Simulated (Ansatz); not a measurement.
C9H8O2 (`O=CCC(=O)c1ccccc1`), relaxed with RKS PBE0-D4/def2-TZVP in Ansatz 0.2.0 from a PBE-D4/def2-SVP geometry. The force threshold is 0.005 eV/Å; the program also tests the step.

Charge 0, multiplicity 1.

Start:

```xyz
19

O     3.998    0.594   -1.100
C     3.378    0.204   -0.136
C     2.119    0.885    0.400
C     1.102   -0.152    0.867
O     1.458   -0.989    1.693
C    -0.280   -0.168    0.289
C    -0.743    0.758   -0.670
C    -2.053    0.673   -1.161
C    -2.914   -0.335   -0.701
C    -2.463   -1.261    0.257
C    -1.157   -1.178    0.747
H     3.684   -0.704    0.463
H     1.770    1.625   -0.341
H     2.441    1.429    1.316
H    -0.083    1.555   -1.042
H    -2.405    1.399   -1.910
H    -3.943   -0.398   -1.086
H    -3.138   -2.052    0.620
H    -0.772   -1.888    1.494
```

| step | energy (eV) | largest force (eV/Å) | largest move (Å) |
| --- | --- | --- | --- |
| 1 | -13546.6609 | 1.283 | 0.000 |
| 2 | -13546.7731 | 0.232 | 0.038 |
| 3 | -13546.7766 | 0.363 | 0.041 |
| 4 | -13546.7816 | 0.168 | 0.030 |
| 5 | -13546.7823 | 0.061 | 0.016 |
| 6 | -13546.7829 | 0.041 | 0.026 |
| 7 | -13546.7834 | 0.028 | 0.032 |
| 8 | -13546.7844 | 0.256 | 0.116 |
| 9 | -13546.7854 | 0.202 | 0.008 |
| 10 | -13546.7867 | 0.081 | 0.057 |
| 11 | -13546.7903 | 0.238 | 0.142 |
| 12 | -13546.7922 | 0.171 | 0.054 |
| 13 | -13546.7958 | 0.157 | 0.079 |
| 14 | -13546.7996 | 0.312 | 0.132 |
| 15 | -13546.8026 | 0.244 | 0.120 |
| 16 | -13546.8026 | 0.291 | 0.085 |
| 17 | -13546.8064 | 0.358 | 0.198 |
| 18 | -13546.8138 | 0.180 | 0.037 |
| 19 | -13546.8157 | 0.130 | 0.044 |
| 20 | -13546.8170 | 0.171 | 0.086 |
| 21 | -13546.8175 | 0.115 | 0.025 |
| 22 | -13546.8179 | 0.029 | 0.025 |
| 23 | -13546.8180 | 0.022 | 0.014 |
| 24 | -13546.8181 | 0.009 | 0.007 |
| 25 | -13546.8181 | 0.013 | 0.007 |
| 26 | -13546.8181 | 0.009 | 0.003 |
| 27 | -13546.8181 | 0.003 | 0.001 |

End:

```xyz
19

O     2.880    0.923   -1.561
C     2.901    0.390   -0.488
C     2.107    0.858    0.706
C     1.090   -0.204    1.105
O     1.380   -1.025    1.944
C    -0.224   -0.215    0.416
C    -0.492    0.584   -0.694
C    -1.727    0.513   -1.317
C    -2.704   -0.341   -0.828
C    -2.443   -1.139    0.280
C    -1.207   -1.081    0.895
H     3.517   -0.514   -0.307
H     1.646    1.818    0.477
H     2.791    0.954    1.553
H     0.267    1.245   -1.094
H    -1.928    1.128   -2.186
H    -3.672   -0.389   -1.313
H    -3.207   -1.807    0.659
H    -0.975   -1.699    1.753
```

It took 74 s on 4 threads of an AMD EPYC 7R13 on a shared host and a share of an NVIDIA H100 80 GB, with 1.1 GiB of host memory at the peak.
